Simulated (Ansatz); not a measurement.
Start from `[OH][Hf]([OH])([F])[F]` and change one atom or group to get `[OH][Hf]([F])([F])[Br]`.

Ansatz, PBE0-D4/def2-TZVP geometries, multiplicity 1. Each molecule was computed in one conformer, which needn't be the lowest.

Elements past krypton have def2 core potentials. Scalar relativity is left out up to krypton. Spin–orbit coupling is left out; it splits and shifts lone-pair levels of the heavy atoms by tenths of an eV.

```
                                          property  `[OH][Hf]([OH])([F])[F]`
              HOMO–LUMO gap (PBE0/def2-TZVPP) / eV                      9.23
                LUMO energy (PBE0/def2-TZVPP) / eV                     -0.35
                 HOMO energy (PBE/def2-TZVPP) / eV                     -7.84
             HOMO energy (ωB97M-V/def2-TZVPP) / eV                    -12.03
size of the dipole moment (ωB97M-V/def2-TZVPP) / D                      3.34
                 LUMO energy (PBE/def2-TZVPP) / eV                     -1.06
```

**Question.** Give the same properties after the change, and the shifts. (Estimate.)

**Answer.** The calculation gave: 
```
                                          property  `[OH][Hf]([F])([F])[Br]`  shift
              HOMO–LUMO gap (PBE0/def2-TZVPP) / eV                      8.09  -1.14
                LUMO energy (PBE0/def2-TZVPP) / eV                     -0.73  -0.38
                 HOMO energy (PBE/def2-TZVPP) / eV                     -7.50   0.34
             HOMO energy (ωB97M-V/def2-TZVPP) / eV                    -11.03   1.00
size of the dipole moment (ωB97M-V/def2-TZVPP) / D                      2.83  -0.51
                 LUMO energy (PBE/def2-TZVPP) / eV                     -1.59  -0.53
```

With PBE0 the HOMO rises by 0.76 eV and the LUMO falls by 0.38 eV, so the gap narrows by about 1.14 eV. PBE moves the HOMO by 0.34 eV and ωB97M-V by 1.00 eV. The zero-point energy changes by -29.5 kJ/mol with -3 modes. Dipoles are sizes alone; their direction can turn.
